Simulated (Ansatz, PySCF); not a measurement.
Reaction (SMILES): COC(C)OC -> C[CH]OC + C[O] (the C-O bond at the site shown breaks; other sites are not compared here)
Geometries: B3LYP-D3(BJ)/def2-TZVP minima from Ansatz (an electronic-structure program), one conformer each, not searched for the lowest. Frequencies are from Ansatz or PySCF.

Property: bond dissociation energy (enthalpy at 298 K, with B3LYP-D3(BJ) rigid-rotor harmonic-oscillator terms), in kcal/mol. Valence correlation only, unless marked. UHF or UKS for open shells. No spin-orbit coupling. No relativistic terms. CBS(X,Y): correlation extrapolated as X^-3; Hartree-Fock from the larger set. [CCSD(T)-MP2]/basis is that difference in the basis named.

| level | program | bond dissociation energy (kcal/mol) |
|---|---|---|
| BLYP-D4/def2-TZVPD | Ansatz + dftd4 | (withheld) |
| revPBE-D4/def2-TZVPD | Ansatz + dftd4 | (withheld) |
| B3LYP-D3(BJ)/def2-TZVPD | Ansatz + dftd3 | 78.0 |
| PBE0/6-31G* | Ansatz | (withheld) |
| PBE0/def2-SVP | Ansatz | (withheld) |
| BHLYP/def2-TZVPD | Ansatz | 73.6 |
| r2SCANh-D4/def2-TZVPD | Ansatz + dftd4 | 77.2 |
| LC-wPBE-D4/def2-TZVPD | Ansatz + dftd4 | 82.8 |
| B2PLYP-D3(BJ)/def2-TZVPD | Ansatz + dftd3 | 82.8 |
| CCSD/STO-3G | Ansatz | 74.4 |
| RI-MP2/CBS(cc-pVTZ,cc-pVQZ)+[CCSD(T)-MP2]/cc-pVDZ | Ansatz | 90.2 |

Some entries are withheld; supply them.


- BLYP-D4/def2-TZVPD, bond dissociation energy (kcal/mol): 76.4
- revPBE-D4/def2-TZVPD, bond dissociation energy (kcal/mol): 78.1
- PBE0/6-31G*, bond dissociation energy (kcal/mol): 82.4
- PBE0/def2-SVP, bond dissociation energy (kcal/mol): 82.6
